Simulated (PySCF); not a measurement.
# CH9NOSi2

The system: CH9NOSi2, a small molecule; neutral, singlet. The structure, one conformer, was relaxed in the gas phase by PBE0-D3(BJ)/def2-SVP. No frequency run checks that it is a minimum.

SMILES: CON([SiH3])[SiH3]

```
atom   x (Å)   y (Å)   z (Å)
 Si1  -0.884   1.662  -0.170
  N2  -0.317   0.010   0.000
 Si3  -1.164  -1.519  -0.158
  O4   0.704  -0.078   0.987
  C5   1.964  -0.188   0.372
  H6  -1.485   2.203   1.087
  H7  -1.912   1.637  -1.252
  H8   0.261   2.539  -0.558
  H9  -2.173  -1.327  -1.240
 H10  -0.189  -2.585  -0.535
 H11  -1.850  -1.936   1.104
 H12   2.034  -1.095  -0.253
 H13   2.191   0.694  -0.252
 H14   2.697  -0.252   1.189
```

Shieldings: GIAO PBE0/pcSseg-2. Shifts are against computed references at the same level: C TMS (σ 184.1 ppm), H TMS (σ 31.24 ppm), Si TMS (σ 341.3 ppm). Core levels by delta-SCF with SCAN, pcX-2 on the ionised atom and pcseg-1 elsewhere, spin-free X2C (2p3/2 is the spin-free 2p value less a third of a first-order spin-orbit splitting); from the vacuum level, for chosen atoms.

**Question.** Give the NMR and core-level values of the distinct atoms.

**Answer.** 
```tsv
atoms	bonded to	σ (ppm)	δ (ppm)	core level (eV)
Si1 Si3	1 N + 3 H	398.8	-57.5	2p3/2 107.08
N2	1 O + 2 Si	127.8	-	1s 405.05
O4	1 C + 1 N	251.8	-	1s 538.97
C5	1 O + 3 H	121.3	62.9	1s 292.16
H6 H7 H8	1 Si	26.52	4.73	-
H9 H10 H11	1 Si	26.52	4.73	-
H12 H13 H14	1 C	27.82	3.42	-
```

Values are those of this one static structure, with the three H of a rotating XH3 group averaged; atoms that internal rotation interchanges would show their mean in an NMR spectrum.

**Question.** By CAM-B3LYP/def2-SVPD (TDDFT singlets, Tamm-Dancoff triplets, ionisation by delta-SCF), where does absorption start, and what does vertical ionisation take?

**Answer.** The lowest singlet lies at 6.22 eV (f 0.003), the strongest of the first 6 at 7.10 eV (f 0.030), the lowest triplet at 5.86 eV; vertical ionisation takes 9.19 eV.

The 3 runs behind this took 3.4 min in all, one thread each of AMD EPYC 7R43 64-Core on a shared host, launched as `OMP_NUM_THREADS=1 python cluster_run.py task.json out`.
